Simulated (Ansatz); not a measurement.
Ansatz (a first-principles code) input (B3LYP-D3(BJ)/def2-TZVP):

Ansatz 0.2 input:
```yaml
crystal:
  periodic: [false, false, false]
  atoms:
    - {symbol: C, position_ang: [1.36656412, -0.18415937, -0.09598662]}
    - {symbol: C, position_ang: [0.06593869, -0.00888596, -0.00463149]}
    - {symbol: F, position_ang: [-0.83029842, -0.97785241, 0.07898218]}
    - {symbol: F, position_ang: [-0.54605565, 1.16333108, 0.01769207]}
    - {symbol: H, position_ang: [2.01907743, 0.67097753, -0.15970021]}
    - {symbol: H, position_ang: [1.77309228, -1.18201362, -0.10665944]}
basis:
  gaussian:
    orbitals: def2-TZVP
hamiltonian:
  xc: b3lyp
  dispersion: d3bj
phonons: {temperatures: {t_min: 298.15, t_max: 298.15, t_step: 100}}
```

Output:

```
Functional definition: B3LYP
integrals: 0.04 GiB planned
760 factors; their error is unknown
mean field: 0.42 GiB planned
mean field evaluation 1: about -7536.8015 eV, gradient 5.4e1 eV
mean field evaluation 2: about -7532.3884 eV, gradient 6.5e1 eV
mean field evaluation 4: about -7542.7438 eV, gradient 2.9e0 eV
mean field evaluation 8: about -7542.7745 eV, gradient 3.9e-1 eV
mean field evaluation 16: about -7542.7747 eV, gradient 5.6e-5 eV
mean field -7542.77470264 eV, -277.1918576457 hartree, gradient 1.1e-5 eV, S^2 0.000000; 0 other end points of the search recorded, 0 dependent functions left out
the calculation of the forces begins
reference -7542.77487776 eV, -277.1918640814 hartree; 16, 16 occupied and 120, 120 virtual orbitals, 760 factors
these checks for a lower state are left out or cut short: stability, starts, cluster_reference, orbital_swaps, neighbouring_geometries, increment
integrals: 0.04 GiB planned
760 factors; their error is unknown
mean field: 0.42 GiB planned
mean field -7542.77454194 eV, -277.1918517401 hartree, gradient 2.5e-6 eV, S^2 0.000000; 0 other end points of the search recorded, 0 dependent functions left out
the calculation of the forces begins
reference -7542.77471711 eV, -277.1918581774 hartree; 16, 16 occupied and 120, 120 virtual orbitals, 760 factors
these checks for a lower state are left out or cut short: stability, starts, cluster_reference, orbital_swaps, neighbouring_geometries, increment
integrals: 0.04 GiB planned
760 factors; their error is unknown
mean field: 0.42 GiB planned
mean field -7542.77453097 eV, -277.1918513369 hartree, gradient 2.5e-6 eV, S^2 0.000000; 0 other end points of the search recorded, 0 dependent functions left out
the calculation of the forces begins
reference -7542.77470605 eV, -277.1918577711 hartree; 16, 16 occupied and 120, 120 virtual orbitals, 760 factors
these checks for a lower state are left out or cut short: stability, starts, cluster_reference, orbital_swaps, neighbouring_geometries, increment
integrals: 0.04 GiB planned
760 factors; their error is unknown
mean field: 0.42 GiB planned
mean field evaluation 32: about -7542.7565 eV, gradient 4.8e-1 eV
mean field -7542.77453153 eV, -277.1918513577 hartree, gradient 2.5e-6 eV, S^2 0.000000; 0 other end points of the search recorded, 0 dependent functions left out
the calculation of the forces begins
reference -7542.77470665 eV, -277.1918577930 hartree; 16, 16 occupied and 120, 120 virtual orbitals, 760 factors
these checks for a lower state are left out or cut short: stability, starts, cluster_reference, orbital_swaps, neighbouring_geometries, increment
integrals: 0.04 GiB planned
760 factors; their error is unknown
mean field: 0.43 GiB planned
mean field -7542.77453684 eV, -277.1918515526 hartree, gradient 2.5e-6 eV, S^2 0.000000; 0 other end points of the search recorded, 0 dependent functions left out
the calculation of the forces begins
reference -7542.77471197 eV, -277.1918579886 hartree; 16, 16 occupied and 120, 120 virtual orbitals, 760 factors
these checks for a lower state are left out or cut short: stability, starts, cluster_reference, orbital_swaps, neighbouring_geometries, increment
integrals: 0.04 GiB planned
760 factors; their error is unknown
mean field: 0.42 GiB planned
mean field -7542.77461177 eV, -277.1918543064 hartree, gradient 2.5e-6 eV, S^2 0.000000; 0 other end points of the search recorded, 0 dependent functions left out
the calculation of the forces begins
reference -7542.77478688 eV, -277.1918607415 hartree; 16, 16 occupied and 120, 120 virtual orbitals, 760 factors
these checks for a lower state are left out or cut short: stability, starts, cluster_reference, orbital_swaps, neighbouring_geometries, increment
integrals: 0.04 GiB planned
760 factors; their error is unknown
mean field: 0.42 GiB planned
mean field -7542.77464366 eV, -277.1918554782 hartree, gradient 2.5e-6 eV, S^2 0.000000; 0 other end points of the search recorded, 0 dependent functions left out
the calculation of the forces begins
reference -7542.77481880 eV, -277.1918619146 hartree; 16, 16 occupied and 120, 120 virtual orbitals, 760 factors
these checks for a lower state are left out or cut short: stability, starts, cluster_reference, orbital_swaps, neighbouring_geometries, increment
integrals: 0.04 GiB planned
760 factors; their error is unknown
mean field: 0.43 GiB planned
mean field evaluation 64: about -7542.7745 eV, gradient 3.9e-1 eV
mean field -7542.77466333 eV, -277.1918562012 hartree, gradient 2.5e-6 eV, S^2 0.000000; 0 other end points of the search recorded, 0 dependent functions left out
the calculation of the forces begins
reference -7542.77483848 eV, -277.1918626379 hartree; 16, 16 occupied and 120, 120 virtual orbitals, 760 factors
these checks for a lower state are left out or cut short: stability, starts, cluster_reference, orbital_swaps, neighbouring_geometries, increment
integrals: 0.04 GiB planned
760 factors; their error is unknown
mean field: 0.42 GiB planned
mean field -7542.77465308 eV, -277.1918558243 hartree, gradient 2.5e-6 eV, S^2 0.000000; 0 other end points of the search recorded, 0 dependent functions left out
the calculation of the forces begins
reference -7542.77482817 eV, -277.1918622590 hartree; 16, 16 occupied and 120, 120 virtual orbitals, 760 factors
these checks for a lower state are left out or cut short: stability, starts, cluster_reference, orbital_swaps, neighbouring_geometries, increment
integrals: 0.04 GiB planned
760 factors; their error is unknown
mean field: 0.42 GiB planned
mean field -7542.77466371 eV, -277.1918562149 hartree, gradient 2.5e-6 eV, S^2 0.000000; 0 other end points of the search recorded, 0 dependent functions left out
the calculation of the forces begins
reference -7542.77483882 eV, -277.1918626501 hartree; 16, 16 occupied and 120, 120 virtual orbitals, 760 factors
these checks for a lower state are left out or cut short: stability, starts, cluster_reference, orbital_swaps, neighbouring_geometries, increment
integrals: 0.04 GiB planned
760 factors; their error is unknown
mean field: 0.42 GiB planned
mean field -7542.77463802 eV, -277.1918552710 hartree, gradient 2.5e-6 eV, S^2 0.000000; 0 other end points of the search recorded, 0 dependent functions left out
the calculation of the forces begins
reference -7542.77481316 eV, -277.1918617072 hartree; 16, 16 occupied and 120, 120 virtual orbitals, 760 factors
these checks for a lower state are left out or cut short: stability, starts, cluster_reference, orbital_swaps, neighbouring_geometries, increment
integrals: 0.04 GiB planned
760 factors; their error is unknown
mean field: 0.42 GiB planned
mean field evaluation 96: about -7542.7747 eV, gradient 5.1e-3 eV
mean field -7542.77465947 eV, -277.1918560592 hartree, gradient 2.5e-6 eV, S^2 0.000000; 0 other end points of the search recorded, 0 dependent functions left out
the calculation of the forces begins
reference -7542.77483458 eV, -277.1918624943 hartree; 16, 16 occupied and 120, 120 virtual orbitals, 760 factors
these checks for a lower state are left out or cut short: stability, starts, cluster_reference, orbital_swaps, neighbouring_geometries, increment
integrals: 0.04 GiB planned
760 factors; their error is unknown
mean field: 0.43 GiB planned
mean field -7542.77466395 eV, -277.1918562240 hartree, gradient 2.5e-6 eV, S^2 0.000000; 0 other end points of the search recorded, 0 dependent functions left out
the calculation of the forces begins
reference -7542.77483910 eV, -277.1918626604 hartree; 16, 16 occupied and 120, 120 virtual orbitals, 760 factors
Total energy: -7542.89695090 eV, -277.1963501862 hartree
Atom 0 at     1.366564    -0.184159    -0.095987 Å, force    -0.000022     0.000003     0.000002 eV/Å
Atom 1 at     0.065939    -0.008886    -0.004631 Å, force    -0.000005     0.000001     0.000000 eV/Å
Atom 2 at    -0.830298    -0.977852     0.078982 Å, force     0.000000    -0.000005     0.000000 eV/Å
Atom 3 at    -0.546056     1.163331     0.017692 Å, force     0.000001     0.000004    -0.000000 eV/Å
Atom 4 at     2.019077     0.670978    -0.159700 Å, force     0.000013    -0.000001    -0.000001 eV/Å
Atom 5 at     1.773092    -1.182014    -0.106659 Å, force     0.000013    -0.000003    -0.000001 eV/Å
Dipole moment:     0.257525    -0.034704    -0.018088 e Å
Vibrations: 442.45 549.77 632.81 720.88 831.55 938.27 962.57 1301.61 1415.19 1772.07 3198.40 3296.81 cm⁻¹, zero-point energy 0.995740 eV
```
